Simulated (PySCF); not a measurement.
This PySCF input asks for the NMR shieldings of `InChI=1S/C3H11PSSi2/c1-5-7-3-2-6-4-7/h4,7H,2-3,6H2,1H3/t7-/m1/s1`; the geometry comes from GFN2-xTB.

```python
import basis_set_exchange as bse
import numpy as np
from pyscf import gto, dft
from pyscf.prop import nmr

atoms = """
C     3.413879    0.053247   -0.392930
S     2.207255   -1.284434   -0.631508
Si    0.492286   -0.396310    0.306596
C    -1.049631   -1.382864   -0.232659
C    -2.277152   -0.477389   -0.237197
Si   -1.898056    1.178836   -1.120150
P     0.175504    1.703840   -0.432570
H     4.241259   -0.140631   -1.066660
H     3.759906    0.047275    0.635738
H     2.946662    1.004390   -0.634111
H     0.687605   -0.428878    1.763862
H    -0.882013   -1.779688   -1.235757
H    -1.210171   -2.240956    0.419959
H    -3.121174   -0.986068   -0.704778
H    -2.570622   -0.269830    0.794934
H    -2.846557    2.225992   -0.739339
H    -1.853564    1.008778   -2.574260
H    -0.224176    2.171008    0.804414
"""
names = dict.fromkeys(["C", "S", "Si", "P", "H"], "pcSseg-1")
basis = {el: gto.basis.parse(bse.get_basis(n, elements=[el], fmt="nwchem")) for el, n in names.items()}
mol = gto.M(atom=atoms, basis=basis, charge=0, verbose=0)
mf = dft.RKS(mol, xc="PBE0")
mf.grids.level = 2
mf.grids.alignment = dft.numint.BLKSIZE   # the property module wants whole blocks of grid points
mf.conv_tol = 1e-9
mf.kernel()

calc = nmr.RKS(mf)   # GIAO
C = mf.mo_coeff
Co = C[:, mf.mo_occ > 0]
resp = mf.gen_response(singlet=True, hermi=2)
def vind(x):   # induced exchange potential for any number of trial vectors
    d = np.einsum("pi,xij,qj->xpq", C, 2 * x.reshape(-1, C.shape[1], Co.shape[1]), Co, optimize=True)
    return np.einsum("xpq,pi,qj->xij", resp(d - d.transpose(0, 2, 1)), C, Co, optimize=True).ravel()
mo1, _ = nmr.rhf.solve_mo1(calc, with_cphf=vind)
sigma = calc.kernel(mo1)
for i, s in enumerate(sigma):   # ppm
    w = np.linalg.eigvalsh((s + s.T) / 2)
    print("%2d %-2s iso %8.1f  s11 %8.1f  s22 %8.1f  s33 %8.1f" % (i, mol.atom_pure_symbol(i), w.mean(), *w))
```

Problem. What does it print?

Solution. 
```
 0 C  iso    169.4  s11    151.5  s22    167.0  s33    189.9
 1 S  iso    693.0  s11    613.9  s22    648.7  s33    816.5
 2 Si iso    314.1  s11    204.5  s22    356.6  s33    381.3
 3 C  iso    172.0  s11    156.1  s22    176.0  s33    184.0
 4 C  iso    171.6  s11    153.4  s22    173.9  s33    187.5
 5 Si iso    377.5  s11    293.9  s22    398.7  s33    439.9
 6 P  iso    656.7  s11    589.9  s22    669.0  s33    711.2
 7 H  iso     29.4  s11     23.5  s22     26.2  s33     38.6
 8 H  iso     29.5  s11     24.1  s22     26.6  s33     37.9
 9 H  iso     29.1  s11     22.0  s22     30.7  s33     34.7
10 H  iso     26.1  s11     21.7  s22     24.6  s33     31.9
11 H  iso     30.9  s11     25.5  s22     30.0  s33     37.2
12 H  iso     30.0  s11     23.9  s22     28.6  s33     37.6
13 H  iso     30.1  s11     24.1  s22     27.6  s33     38.8
14 H  iso     31.0  s11     26.2  s22     28.4  s33     38.5
15 H  iso     27.0  s11     22.8  s22     24.5  s33     33.6
16 H  iso     27.5  s11     23.3  s22     25.1  s33     34.1
17 H  iso     31.8  s11     25.6  s22     27.2  s33     42.5
```

These numbers come from an equivalent density-fitted implementation of the same equations, which agrees with the script to about 0.01 ppm for H and up to a few tenths of a ppm for heavy atoms, so last digits may differ.

Size and cost of the density-fitted run: 202 basis functions, 63 s wall time on 1 thread of an Arm Neoverse N1, shared host; peak memory 1 GiB.
